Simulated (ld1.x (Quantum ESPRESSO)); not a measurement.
## What the settings do to the RRKJ potential of xenon

Base potential:

Xe (Z = 54), norm-conserving RRKJ (Kleinman–Bylander form), made with ld1.x (Quantum ESPRESSO) 7.5 (PBEsol, scalar-relativistic). Core [Ar] 3d10, reference 4s2 4p6 4d10 5s2 5p4 (charge +2). Waves: 4s (bound): rc 1.20 bohr; 4p (bound): rc 1.05 bohr; 4d (bound): rc 1.15 bohr. Local part: the d channel. Core correction: Bessel-smoothed model core inside 1.10 bohr. rho0 = 0.001.

Occupied shells without a wave of their own: 5p, 5s. They enter only through the test configuration that unscreens the potential, and ld1.x also counts them in the model core charge.

All-electron outer shells of the reference configuration (PBEsol, scalar-relativistic, ld1.x):

```tsv
shell	level (eV)	outermost node (bohr)	outermost maximum (bohr)
3d	-675.08	–	0.23
4s	-218.55	0.36	0.66
4p	-162.42	0.36	0.69
4d	-80.59	0.34	0.75
5s	-39.37	0.85	1.61
5p	-26.67	0.92	1.84
```

Cutoffs, loose and tight: the cutoffs (Ry, on a coarse ladder) from which the occupation-weighted sum of valence levels, in a spherical-Bessel basis at the reference potential, stays within 10 and 1 mRy of its value at 400 Ry. They do not see the model core or the augmentation charge, which bear on the density cutoff. Test errors are all-electron minus pseudo excitation energies from the reference, over the configurations 4s2 4p6 4d10 5s2 5p6; 4s2 4p6 4d10 5s2 5p5; 4s2 4p6 4d10 5s2 5p3; 4s2 4p6 4d10 5s1 5p6; 4s2 4p5 4d10 5s2 5p6; 4s2 4p6 4d10 5s2 5p5.5; 4s2 4p6 4d9 5s2 5p6. A dash means not determined; rows that change the core or the reference have their own tests.

With those shells counted twice in exchange and correlation these files are broken, and their errors move erratically; no question is asked of them.

| change | outcome | cutoff, loose | cutoff, tight | bound ghosts | largest test error (meV) |
| --- | --- | --- | --- | --- | --- |
| base | generated, misses its reference levels by 0.22 eV | 140 Ry | 230 Ry | none | -406 |
| wave 4p (bound): rc 1.05 bohr becomes 4p (bound): rc 0.72 bohr | generated | 260 Ry | over 300 Ry | none | -275 |
| wave 4p (bound): rc 1.05 bohr becomes 4p (bound): rc 0.86 bohr | generated | 200 Ry | over 300 Ry | none | -357 |
| wave 4p (bound): rc 1.05 bohr becomes 4p (bound): rc 0.98 bohr | generated | 160 Ry | 260 Ry | none | -236 |
| wave 4p (bound): rc 1.05 bohr becomes 4p (bound): rc 1.14 bohr | generated, misses its reference levels by 0.40 eV | 140 Ry | 230 Ry | none | +678 |
| wave 4p (bound): rc 1.05 bohr becomes 4p (bound): rc 1.30 bohr | generated, misses its reference levels by 0.69 eV | 140 Ry | 200 Ry | none | +1229 |
| wave 4p (bound): rc 1.05 bohr becomes 4p (bound): rc 1.40 bohr | generated, misses its reference levels by 0.68 eV | 140 Ry | 200 Ry | none | +1214 |
| wave 4p (bound): rc 1.05 bohr becomes 4p (bound): rc 1.54 bohr | generated, misses its reference levels by 0.17 eV | 140 Ry | 200 Ry | none | -327 |

Reading the sweep of the p radius (base included, trends over the rows without a ghost): The loose cutoff falls from 260 Ry at 0.72 to 140 Ry at 1.54 bohr. A larger radius leaves more room for a smooth pseudo-wave, so fewer plane waves are needed; a smaller one forces it to follow the all-electron wave where it bends sharply. The median size of the test errors (rows with all tests solved) is not monotonic: lowest 71.7 meV at 0.98 bohr, highest 946.5 meV at 1.3 bohr.
